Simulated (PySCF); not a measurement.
C2H7OSi, SMILES C[SiH]([O])C, multiplicity 2. Atoms are numbered in the order given.

```xyz
11

C     -1.4272    -1.0418    -0.1041
Si    -0.0598     0.2253    -0.3221
C      1.6417    -0.5308     0.0099
O     -0.1445     1.4354     0.8455
H     -1.3306    -1.8411    -0.8582
H     -1.3787    -1.4966     0.8978
H     -2.4210    -0.5828    -0.2266
H     -0.1005     0.7968    -1.7022
H      1.6811    -0.9668     1.0193
H      2.4407     0.2185    -0.0881
H      1.8143    -1.3297    -0.7308
```
Charge 0, spin multiplicity 2.

Coordinates come from a B3LYP-D3(BJ)/def2-SVP optimisation. The isomer is the one that the SMILES or the coordinates give; other isomers of the formula were not compared.

The numbers are results of M06-2X/def2-TZVP run with PySCF, not measurements.

ESP charges are fitted to the potential on shells at 1.4 to 2.0 van der Waals radii. Atomic charges (e):

| atom | Mulliken | ESP fit | meta-Löwdin | Mulliken spin |
|---|---|---|---|---|
| C1 | [?] | -0.77 | -0.61 | 0.02 |
| Si2 | [?] | 1.03 | 1.02 | -0.02 |
| C3 | [?] | -0.88 | -0.59 | 0.05 |
| O4 | -0.32 | -0.40 | -0.48 | 0.94 |
| H5 | 0.15 | 0.17 | 0.13 | 0.00 |
| H6 | 0.16 | 0.19 | 0.13 | 0.00 |
| H7 | 0.16 | 0.19 | 0.13 | 0.00 |
| H8 | [?] | -0.20 | -0.13 | 0.01 |
| H9 | 0.16 | 0.23 | 0.13 | 0.00 |
| H10 | 0.17 | 0.23 | 0.13 | 0.00 |
| H11 | 0.16 | 0.21 | 0.13 | 0.01 |

Problem. Fill in the missing entries. (An estimate is asked for; the answer gives what the named calculation found.)

Solution. 
- C1, Mulliken: -0.57
- Si2, Mulliken: 0.55
- C3, Mulliken: -0.57
- H8, Mulliken: -0.04

Problem. Give the Mayer and Wiberg (Löwdin basis) orders of the bonds. (An estimate is asked for; the answer gives what the named calculation found.)

Solution. 
```tsv
bond	Mayer	Wiberg
C1–Si2	0.97	1.20
Si2–C3	0.96	1.17
Si2–O4	1.11	1.69
C1–H5	0.94	0.90
C1–H6	0.94	0.90
C1–H7	0.95	0.90
Si2–H8	0.97	0.90
C3–H9	0.94	0.90
C3–H10	0.95	0.91
C3–H11	0.94	0.90
```
